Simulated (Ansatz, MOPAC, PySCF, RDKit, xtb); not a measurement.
Dimer: SiH4 (SMILES [SiH4]) (first 5 atoms) with C2H6O (SMILES CCO); geometry from B3LYP-D3(BJ)/def2-TZVP, rigid monomers moved along the line of their centres of mass till Si1···O8 is 4.24 Å.
(charge 0, multiplicity 1):
```xyz
14

Si    -0.0535    -0.0674    -0.0831
H     -1.2349     0.1941     0.7671
H     -0.3987     0.3154    -1.4767
H      0.3081    -1.4990    -0.0665
H      1.0879     0.7688     0.3487
C      0.1797     1.3491     5.1102
C     -0.1923    -0.1171     4.9810
O      0.6173    -0.8111     4.0323
H     -0.4834     1.8527     5.8172
H      0.1052     1.8523     4.1456
H      1.2035     1.4627     5.4777
H     -0.1412    -0.6141     5.9571
H     -1.2136    -0.2214     4.6131
H      1.5425    -0.7047     4.2795
```

| level | interaction energy (kcal/mol) | cost |
|---|---|---|
| MMFF94 | -0.88 | - |
| GFN-FF | -0.53 | - |
| AM1 | -0.08 | - |
| PM7 | -0.65 | - |
| HF/STO-3G (no counterpoise) | -0.28 | - |
| HF/6-31G* (no counterpoise) | -1.04 | - |
| HF/aug-cc-pV(D+d)Z | -0.44 | - |
| r2SCAN-D3(BJ)/def2-TZVPPD | -0.92 | ×1 |
| B3LYP/6-311+G** (no counterpoise) | -0.31 | - |
| B3LYP-D4/def2-TZVPPD | -0.91 | ×1 |
| PBE0/def2-TZVPPD | -0.52 | ×1 |
| wB97X-V/def2-TZVPPD | -0.94 | ×3 |
| MP2/6-31G* | -0.62 | - |
| MP2/aug-cc-pV(D+d)Z | -0.88 | ×0.9 |

The rows run from -1.04 (HF/6-31G* (no counterpoise)) to -0.08 kcal/mol (AM1).

Counterpoise-corrected where a basis set is named; no monomer relaxation. Rows marked so take none.

Frozen-core correlation. Rows in 6-311+G**, 6-31G*, STO-3G carry no dispersion term and start afresh at each structure (6-31G* with six Cartesian d functions). MP2/6-31G* freezes PySCF's default core. The state reached by AM1, PM7 isn't checked; PM7 holds dispersion and hydrogen-bond terms.

Programs: Ansatz (a program for electronic structure) with Gaussian orbitals; MOPAC for AM1, PM7 (differences of heats of formation); PySCF for 6-311+G** rows, 6-31G* rows, STO-3G rows, the dispersion terms; RDKit for the force fields; xtb for the GFN methods. Each number belongs to the level named beside it.

Costs are rough ratios of core time to PBE/def2-TZVPPD (about 24 s over the structures, on one shared machine); a dash marks a level with no comparable run of its own.
